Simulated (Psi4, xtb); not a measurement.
Relaxed torsion scan: C₁₁H₁₀O₂, SMILES COc1ccccc1-c1ccco1, singlet. Scanned: dihedral C3–C8–C9–O13; all other coordinates were relaxed at GFN2-xTB. Points at φ and −φ are mirror images. Heavy atoms are numbered in the order of the SMILES COc1ccccc1-c1ccco1, hydrogens after them in the order of the atoms that carry them; the mirror image has the same energies with the sign of each dihedral reversed.

- GFN1-xTB // GFN2-xTB (xtb)
- PBE-D3(BJ)/def2-SVP // GFN2-xTB (Psi4)

Energies relative to the lowest point of each profile, in kJ/mol:

```
φ / °  GFN1-xTB
-----  --------
-140        7.2
-100       24.2
-60        21.1
-40        16.5
-20        14.6
20         14.6
40         16.5
60         21.1
100        24.2
120        16.8
140         7.2
180         0.0
```

Q: Predict the corresponding PBE-D3(BJ)/def2-SVP column.

A: -140: 10.8; -100: 28.3; -60: 20.7; -40: 16.8; -20: 17.2; 20: 17.2; 40: 16.8; 60: 20.7; 100: 28.3; 120: 21.5; 140: 10.8; 180: 0.0 (kJ/mol).
